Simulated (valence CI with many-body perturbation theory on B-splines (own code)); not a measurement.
**E1 transitions of As XXIX**

Computed by relativistic CI+MBPT: three valence electrons over a frozen Dirac-Fock core [He], radial functions for each j: 11 s, 11 p, 10 d, 8 f, 5 g, 2 h, with the one-electron correlation potential Σ1 (screened to all orders), the two-electron term Σ2, the three-electron term Σ3, Breit, model QED; selected single and double excitations, second order for the rest, scaled by the run's own slope (own B-spline code, finite nucleus).

The last digits are not significant, and no measured levels were compared; by estimate large intervals hold to a few tenths of a per cent, small ones and those within an open d or f shell to about a per cent.

Lines 151 to 200 of 586 in falling wavelength, among levels below 186.00 Ry, chosen from the strongest by gf and those to the six lowest levels. Wavelengths and rates use the calculated energies. Electric multipoles are in the length gauge, E1 and E2 with the static RPA response of the core. Weak lines are less certain than strong ones. Lines between different terms over intervals too small for the method are left out, as are lines whose strength nearly cancels. Where a level lies close to another of its J and parity, the split of strength between their lines is uncertain. The highest levels of a list are the least certain.

Levels are named by their leading jj configuration (3d3/2^4 stands for four electrons in 3d with j = 3/2), which in mixed levels can hold well under half, so a name can repeat and another be missing. Letters in brackets count levels of one name in rising energy.

| λ vac (nm) | Upper | Lower | A (s⁻¹) | S (a.u.) with core polarisation | S without |
| --- | --- | --- | --- | --- | --- |
| 8.685 | (2s 2p3/2 3d3/2) J=5/2 [b] | (2s^2 3d3/2) J=3/2 | 2.72e+10 | 5.28e-02 | 5.30e-02 |
| 8.682 | (2s 2p3/2 4p1/2) J=3/2 [b] | (2s^2 4p1/2) J=1/2 | 3.89e+10 | 5.02e-02 | 5.04e-02 |
| 8.671 | (2s 2p3/2 4p3/2) J=3/2 [b] | (2s^2 4p3/2) J=3/2 | 4.19e+10 | 5.39e-02 | 5.41e-02 |
| 8.669 | (2s 2p3/2 4f7/2) J=5/2 [b] | (2s^2 4f7/2) J=7/2 | 4.06e+10 | 7.83e-02 | 7.86e-02 |
| 8.665 | (2s 2p3/2 4f5/2) J=3/2 [b] | (2s^2 4f5/2) J=5/2 | 4.24e+10 | 5.44e-02 | 5.46e-02 |
| 8.660 | (2s 2p3/2 4s) J=3/2 [b] | (2s^2 4s) J=1/2 | 4.13e+10 | 5.30e-02 | 5.32e-02 |
| 8.612 | (2s 2p3/2 4d5/2) J=3/2 [b] | (2s^2 4d5/2) J=5/2 | 4.70e+10 | 5.92e-02 | 5.94e-02 |
| 8.605 | (2s 2p3/2 3d3/2) J=3/2 [b] | (2s^2 3d3/2) J=3/2 | 4.11e+10 | 5.17e-02 | 5.18e-02 |
| 8.560 | (2s 2p3/2 3d5/2) J=5/2 [b] | (2s^2 3d5/2) J=5/2 | 4.28e+10 | 7.94e-02 | 7.97e-02 |
| 8.531 | (2s 2p3/2 3p3/2) J=3/2 [b] | (2s^2 3p3/2) J=3/2 | 4.04e+10 | 4.96e-02 | 4.97e-02 |
| 8.506 | (2s 2p1/2 2p3/2) J=3/2 [b] | (2s^2 2p1/2) J=1/2 | 3.04e+10 | 3.69e-02 | 3.71e-02 |
| 8.505 | (2s 2p3/2 3p1/2) J=3/2 [b] | (2s^2 3p1/2) J=1/2 | 3.70e+10 | 4.50e-02 | 4.51e-02 |
| 8.471 | (2p3/2^2 3p3/2) J=7/2 | (2s 2p3/2 3p3/2) J=7/2 | 1.67e+10 | 4.02e-02 | 4.03e-02 |
| 8.446 | (2p3/2^2 3d5/2) J=9/2 | (2s 2p3/2 3d5/2) J=9/2 | 1.46e+10 | 4.33e-02 | 4.34e-02 |
| 8.427 | (2s 2p3/2 3s) J=3/2 [b] | (2s^2 3s) J=1/2 | 3.29e+10 | 3.88e-02 | 3.89e-02 |
| 8.340 | (2s 2p3/2 3d5/2) J=3/2 [b] | (2s^2 3d5/2) J=5/2 | 4.88e+10 | 5.59e-02 | 5.61e-02 |
| 8.326 | (2s 2p3/2 3d3/2) J=1/2 [b] | (2s^2 3d3/2) J=3/2 | 5.34e+10 | 3.04e-02 | 3.05e-02 |
| 7.951 | (2p1/2 2p3/2^2) J=1/2 | (2s 2p1/2 2p3/2) J=3/2 [b] | 6.03e+10 | 2.99e-02 | 3.00e-02 |
| 7.898 | (2s 2p1/2 2p3/2) J=1/2 | (2s^2 2p1/2) J=1/2 | 7.26e+10 | 3.53e-02 | 3.54e-02 |
| 7.754 | (2s 2p3/2^2) J=1/2 | (2s^2 2p3/2) J=3/2 | 6.16e+10 | 2.84e-02 | 2.84e-02 |
| 7.684 | (2s 2p3/2^2) J=3/2 | (2s^2 2p3/2) J=3/2 | 8.68e+10 | 7.78e-02 | 7.80e-02 |
| 7.647 | (2p1/2^2 2p3/2) J=3/2 | (2s 2p1/2^2) J=1/2 | 2.29e+10 | 2.03e-02 | 2.03e-02 |
| 7.496 | (2p1/2 2p3/2^2) J=5/2 | (2s 2p1/2 2p3/2) J=5/2 | 1.35e+10 | 1.69e-02 | 1.69e-02 |
| 7.311 | (2p1/2 2p3/2^2) J=3/2 | (2s 2p1/2 2p3/2) J=3/2 [a] | 2.01e+10 | 1.55e-02 | 1.55e-02 |
| 6.693 | (2p3/2^3) J=3/2 | (2s 2p1/2 2p3/2) J=3/2 [b] | 7.08e+09 | 4.19e-03 | 4.20e-03 |
| 6.104 | (2s 2p3/2^2) J=3/2 | (2s^2 2p1/2) J=1/2 | 7.72e+09 | 3.47e-03 | 3.48e-03 |
| 2.362 | (2s 2p1/2 4f7/2) J=9/2 | (2s 2p3/2 3d5/2) J=7/2 [b] | 1.88e+11 | 1.22e-02 | 1.22e-02 |
| 2.339 | (2s 2p1/2 4f7/2) J=5/2 | (2s 2p3/2 3d5/2) J=3/2 [a] | 2.39e+11 | 9.06e-03 | 9.06e-03 |
| 2.289 | (2s 2p1/2 4f7/2) J=9/2 | (2s 2p3/2 3d5/2) J=7/2 [a] | 2.08e+11 | 1.23e-02 | 1.23e-02 |
| 2.286 | (2s 2p3/2 4f7/2) J=9/2 [b] | (2p1/2 2p3/2 3p3/2) J=7/2 | 1.80e+11 | 1.06e-02 | 1.06e-02 |
| 2.238 | (2s 2p3/2 4f5/2) J=7/2 [b] | (2p1/2 2p3/2 3p1/2) J=5/2 | 2.42e+11 | 1.07e-02 | 1.07e-02 |
| 2.232 | (2s 2p1/2 4f7/2) J=7/2 [a] | (2s 2p1/2 3d5/2) J=5/2 [b] | 7.06e+11 | 3.10e-02 | 3.10e-02 |
| 2.228 | (2s 2p3/2 4f5/2) J=3/2 [a] | (2s 2p3/2 3d5/2) J=1/2 | 5.06e+11 | 1.11e-02 | 1.11e-02 |
| 2.226 | (2s 2p3/2 4p3/2) J=5/2 [b] | (2s 2p3/2 3d5/2) J=7/2 [c] | 2.78e+11 | 9.07e-03 | 9.07e-03 |
| 2.225 | (2s 2p1/2 4p3/2) J=5/2 | (2s 2p1/2 3d5/2) J=7/2 | 2.57e+11 | 8.38e-03 | 8.38e-03 |
| 2.223 | (2s 2p1/2 4f5/2) J=5/2 [a] | (2s 2p1/2 3d5/2) J=3/2 | 6.16e+11 | 2.00e-02 | 2.00e-02 |
| 2.221 | (2s 2p3/2 4f7/2) J=3/2 | (2s 2p3/2 3d5/2) J=1/2 | 6.04e+12 | 1.31e-01 | 1.31e-01 |
| 2.217 | (2s 2p3/2 4s) J=5/2 | (2s 2p3/2 3p3/2) J=5/2 [a] | 2.63e+11 | 8.49e-03 | 8.48e-03 |
| 2.214 | (2s 2p3/2 4f7/2) J=7/2 [a] | (2s 2p3/2 3d5/2) J=7/2 [b] | 1.26e+12 | 5.39e-02 | 5.39e-02 |
| 2.212 | (2s 2p3/2 4f5/2) J=9/2 | (2s 2p3/2 3d5/2) J=7/2 [b] | 9.20e+12 | 4.91e-01 | 4.92e-01 |
| 2.209 | (2s 2p3/2 4p3/2) J=7/2 | (2s 2p3/2 3d5/2) J=9/2 | 2.41e+11 | 1.03e-02 | 1.03e-02 |
| 2.204 | (2s 2p3/2 4s) J=3/2 [a] | (2s 2p3/2 3p3/2) J=5/2 [a] | 6.25e+11 | 1.32e-02 | 1.32e-02 |
| 2.203 | (2s 2p1/2 4f7/2) J=5/2 | (2s 2p3/2 3s) J=3/2 [b] | 2.13e+12 | 6.75e-02 | 6.76e-02 |
| 2.203 | (2s 2p1/2 4f5/2) J=7/2 | (2s 2p1/2 3d5/2) J=5/2 [b] | 1.20e+12 | 5.07e-02 | 5.08e-02 |
| 2.201 | (2s 2p1/2 4f5/2) J=5/2 [b] | (2s 2p1/2 3d5/2) J=5/2 [b] | 4.25e+11 | 1.34e-02 | 1.34e-02 |
| 2.199 | (2s 2p3/2 4f5/2) J=5/2 [a] | (2s 2p3/2 3d5/2) J=3/2 [a] | 8.44e+11 | 2.66e-02 | 2.66e-02 |
| 2.198 | (2s 2p1/2 4f7/2) J=5/2 | (2s 2p1/2 3d5/2) J=5/2 [b] | 4.00e+11 | 1.26e-02 | 1.26e-02 |
| 2.197 | (2s 2p1/2 4f7/2) J=7/2 [b] | (2s 2p1/2 3d5/2) J=5/2 [b] | 7.36e+12 | 3.08e-01 | 3.08e-01 |
| 2.196 | (2s 2p1/2 4s) J=1/2 [b] | (2s 2p1/2 3p3/2) J=3/2 [b] | 8.30e+11 | 8.68e-03 | 8.67e-03 |
| 2.196 | (2s 2p1/2 4s) J=1/2 [a] | (2s 2p1/2 3p3/2) J=3/2 [a] | 1.16e+12 | 1.21e-02 | 1.21e-02 |
